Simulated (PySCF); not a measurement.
MS for M along the alkali metals

PBE with double-zeta basis sets in PySCF, for the lowest determinant that a PBE0 search found; no spin–orbit coupling. De refers to high-spin ground-configuration atoms. A positive dipole means M(−)S(+).

```json
{"M": "Li", "basis": "aug-cc-pVDZ/aug-cc-pV(D+d)Z", "state (unpaired electrons)": "doublet (π ↑)", "Re (Å)": "2.186", "ωe (cm⁻¹)": "555", "De (eV)": "3.15", "μ (D)": "-6.87"}
{"M": "Na", "basis": "cc-pVDZ/cc-pV(D+d)Z", "state (unpaired electrons)": "doublet (π ↑)", "Re (Å)": "2.510", "ωe (cm⁻¹)": "317", "De (eV)": "2.55", "μ (D)": "-7.59"}
{"M": "K", "basis": "x2c-SVPall", "state (unpaired electrons)": "doublet (π ↑)", "Re (Å)": "2.834", "ωe (cm⁻¹)": "249", "De (eV)": "2.51", "μ (D)": "-8.73"}
{"M": "Rb", "basis": "def2-SVP", "state (unpaired electrons)": "doublet (π ↑)", "Re (Å)": "2.989", "ωe (cm⁻¹)": "213", "De (eV)": "2.59", "μ (D)": "-9.44"}
{"M": "Cs", "basis": "def2-SVPD", "state (unpaired electrons)": "doublet (π ↑)", "Re (Å)": "3.152", "ωe (cm⁻¹)": "186", "De (eV)": "2.77", "μ (D)": "-10.55"}
```

The shortest bond is that of LiS (2.186 Å), the longest that of CsS (3.152 Å).

The rows differ in basis set, which adds steps of its own.

Down a group the atoms grow and get heavier, so bonds lengthen and wavenumbers fall; this series shows no clear exception.

These are scalar-relativistic numbers at best; spin–orbit coupling would shift them, the dissociation energy most. States were picked by a PBE0 search and need not be the measured ground states.
